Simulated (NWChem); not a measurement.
System: CH₂NO cation; SMILES N=C=[OH+]

Output (shortened):

```
             Northwest Computational Chemistry Package (NWChem) 7.3.0
             --------------------------------------------------------

                             Geometry "geometry" -> ""
                             -------------------------

 Output coordinates in angstroms (scale by  1.889725989 to convert to a.u.)

  No.       Tag          Charge          X              Y              Z
 ---- ---------------- ---------- -------------- -------------- --------------
    1 N                    7.0000    -0.03022300     1.18958300     0.00000000
    2 C                    6.0000    -0.01702900     0.04223600     0.00000000
    3 O                    8.0000    -0.11977600    -1.18818500     0.00000000
    4 H                    1.0000    -0.03878600     2.20643500     0.00000000
    5 H                    1.0000     0.70197700    -1.72520500     0.00000000

 Effective nuclear repulsion energy (a.u.)      66.0938934296

                              NWChem Property Module
                              ----------------------

  itol2e modified to match energy
  convergence criterion.

                                 NWChem DFT Module
                                 -----------------

 Summary of "ao basis" -> "ao basis" (spherical)
 ------------------------------------------------------------------------------
       Tag                 Description            Shells   Functions and Types
 ---------------- ------------------------------  ------  ---------------------
 N                           6-31g*                  6       14   3s2p1d
 C                           6-31g*                  6       14   3s2p1d
 O                           6-31g*                  6       14   3s2p1d
 H                           6-31g*                  2        2   2s

  itol2e modified to match energy
  convergence criterion.

            General Information
            -------------------
          SCF calculation type: DFT
          Wavefunction type:  closed shell.
          No. of atoms     :     5
          No. of electrons :    22
           Alpha electrons :    11
            Beta electrons :    11
          Charge           :     1
          Spin multiplicity:     1
          Use of symmetry is: off; symmetry adaption is: off
          Maximum number of iterations: 150
          AO basis - number of functions:    46
                     number of shells:    22
          Convergence on energy requested:  1.00D-07
          Convergence on density requested:  1.00D-05
          Convergence on gradient requested:  5.00D-04

              XC Information
              --------------
                         B3LYP Method XC Potential
                     Hartree-Fock (Exact) Exchange  0.200
                        Slater Exchange Functional  0.800 local
                    Becke 1988 Exchange Functional  0.720 non-local
              Lee-Yang-Parr Correlation Functional  0.810
                  VWN I RPA Correlation Functional  0.190 local

             Grid Information
             ----------------
          Grid used for XC integration:  fine
          Radial quadrature: Mura-Knowles
          Angular quadrature: Lebedev.
          Tag              B.-S. Rad. Rad. Pts. Rad. Cut. Ang. Pts.
          ---              ---------- --------- --------- ---------
          N                   0.65       70           9.0       590
          C                   0.70       70           7.0       590
          O                   0.60       70          10.0       590
          H                   0.35       60          10.0       590
          Grid pruning is: on
          Number of quadrature shells:   330
          Spatial weights used:  Erf1

      Superposition of Atomic Density Guess
      -------------------------------------

 Sum of atomic energies:        -167.70480970

 Renormalizing density from      23.00 to     22

      Non-variational initial energy
      ------------------------------

 Total energy =    -164.180917
 1-e energy   =    -342.931303
 2-e energy   =     112.656492
 HOMO         =      -0.825089
 LUMO         =      -0.317593

   convergence    iter        energy       DeltaE   RMS-Dens  Diis-err
 ---------------- ----- ----------------- --------- --------- ---------
 d= 0,ls=0.0,diis     1   -168.8062815353 -2.35D+02  2.33D-02  1.37D+00
 d= 0,ls=0.0,diis     2   -168.7033540244  1.03D-01  1.50D-02  2.40D+00
 d= 0,ls=0.0,diis     3   -168.9208867464 -2.18D-01  4.48D-03  8.88D-02
 d= 0,ls=0.0,diis     4   -168.9269054080 -6.02D-03  2.15D-03  4.03D-02
 d= 0,ls=0.0,diis     5   -168.9309514161 -4.05D-03  4.49D-04  1.60D-03
  Resetting Diis
 d= 0,ls=0.0,diis     6   -168.9311269295 -1.76D-04  4.32D-05  1.49D-05
 d= 0,ls=0.0,diis     7   -168.9311285388 -1.61D-06  1.41D-05  4.07D-07
 d= 0,ls=0.0,diis     8   -168.9311284859  5.29D-08  9.83D-06  9.19D-07

         Total DFT energy =     -168.931128485942
      One electron energy =     -353.296305619561
           Coulomb energy =      139.605266184455
    Exchange-Corr. energy =      -21.333982480471
 Nuclear repulsion energy =       66.093893429635

[...]

          -----------------------------------------
          Chemical Shielding Tensors (GIAO, in ppm)
          -----------------------------------------

                                NWChem CPHF Module
                                ------------------

  scftype          =     RHF
  nclosed          =       11
  nopen            =        0
  variables        =      385
  # of vectors     =        3
  tolerance        = 0.10D-03
  level shift      = 0.00D+00
  max iterations   =       50
  max subspace     =       30

 SCF residual:    3.1492973086311393E-004

Iterative solution of linear equations
  No. of variables      385
  No. of equations        3
  Maximum subspace       30
        Iterations       50
       Convergence  1.0D-04

   iter   nsub   residual    time
   ----  ------  --------  ---------
     1      3    4.46D-01       5.2
     2      6    8.08D-03       6.0
     3      9    6.13D-04       6.7
     4     12    2.99D-05       7.5

      Atom:    1  N
        Diamagnetic
    306.7547     -0.1023     -0.0000
     -0.1023    345.2371      0.0000
     -0.0000      0.0000    306.0682

        Paramagnetic
   -167.7106     -4.5642     -0.0000
     -4.5642    -17.6096     -0.0000
     -0.0000     -0.0000   -204.4176

        Total Shielding Tensor
    139.0441     -4.6665     -0.0000
     -4.6665    327.6274      0.0000
     -0.0000      0.0000    101.6506

           isotropic =     189.4407
          anisotropy =     207.4532

          Principal Components and Axis System
                 1           2           3
              327.7428    138.9287    101.6506

      1        -0.0247      0.9997      0.0000
      2         0.9997      0.0247     -0.0000
      3         0.0000     -0.0000      1.0000

      Atom:    2  C
        Diamagnetic
    260.5378      1.9925      0.0000
      1.9925    283.8947      0.0000
      0.0000      0.0000    260.0595

        Paramagnetic
   -246.4699     -6.8126     -0.0000
     -6.8126     -2.2806     -0.0000
     -0.0000     -0.0000   -238.5873

        Total Shielding Tensor
     14.0679     -4.8201      0.0000
     -4.8201    281.6141      0.0000
      0.0000      0.0000     21.4722

           isotropic =     105.7181
          anisotropy =     263.9743

          Principal Components and Axis System
                 1           2           3
              281.7009     21.4722     13.9811

      1        -0.0180      0.0000      0.9998
      2         0.9998     -0.0000      0.0180
      3         0.0000      1.0000     -0.0000

      Atom:    3  O
        Diamagnetic
    381.1335     -0.5385      0.0000
     -0.5385    409.3239     -0.0000
      0.0000     -0.0000    372.8104

        Paramagnetic
   -146.7494     -9.1990     -0.0000
     -9.1990    -29.8047     -0.0000
     -0.0000     -0.0000   -111.3671

        Total Shielding Tensor
    234.3841     -9.7376     -0.0000
     -9.7376    379.5191     -0.0000
     -0.0000     -0.0000    261.4434

           isotropic =     291.7822
          anisotropy =     132.5810

          Principal Components and Axis System
                 1           2           3
              380.1695    261.4434    233.7337

      1        -0.0666     -0.0000      0.9978
      2         0.9978      0.0000      0.0666
      3        -0.0000      1.0000      0.0000

      Atom:    4  H
        Diamagnetic
     17.6871     -0.0890      0.0000
     -0.0890     38.8970      0.0000
      0.0000      0.0000     17.4842

        Paramagnetic
      2.0508     -0.3059      0.0000
     -0.3059     -0.8627     -0.0000
      0.0000     -0.0000      2.3835

        Total Shielding Tensor
     19.7379     -0.3949      0.0000
     -0.3949     38.0343      0.0000
      0.0000      0.0000     19.8677

           isotropic =      25.8799
          anisotropy =      18.2443

          Principal Components and Axis System
                 1           2           3
               38.0428     19.8677     19.7293

      1        -0.0216      0.0000      0.9998
      2         0.9998      0.0000      0.0216
      3         0.0000      1.0000     -0.0000

      Atom:    5  H
        Diamagnetic
     29.8649    -11.6396      0.0000
    -11.6396     26.0481     -0.0000
      0.0000     -0.0000     13.5176

        Paramagnetic
     -1.6231      2.5459     -0.0000
      2.5459      3.6571      0.0000
     -0.0000      0.0000      4.6638

        Total Shielding Tensor
     28.2418     -9.0937     -0.0000
     -9.0937     29.7053      0.0000
     -0.0000      0.0000     18.1814

           isotropic =      25.3762
          anisotropy =      19.0807

          Principal Components and Axis System
                 1           2           3
               38.0966     19.8505     18.1814

      1        -0.6782      0.7349     -0.0000
      2         0.7349      0.6782     -0.0000
      3         0.0000      0.0000      1.0000
```

Level: B3LYP/6-31G* (spherical d), GIAO. Structure relaxed at the PBE0/def2-SVP level. The printed shielding anisotropy is the first printed principal value minus the mean of the other two.

### Question
Reconstruct the input file.

### Answer
This is not unique; one that fits is the input that was run:
```
start job
memory heap 200 mb stack 900 mb global 1100 mb
charge 1
geometry units angstroms noautosym nocenter noautoz
  N     -0.030223     1.189583     0.000000
  C     -0.017029     0.042236     0.000000
  O     -0.119776    -1.188185     0.000000
  H     -0.038786     2.206435     0.000000
  H      0.701977    -1.725205     0.000000
end
basis spherical
  * library 6-31g*
end
dft
  xc b3lyp
  iterations 150
end
property
  shielding
end
task dft property
```
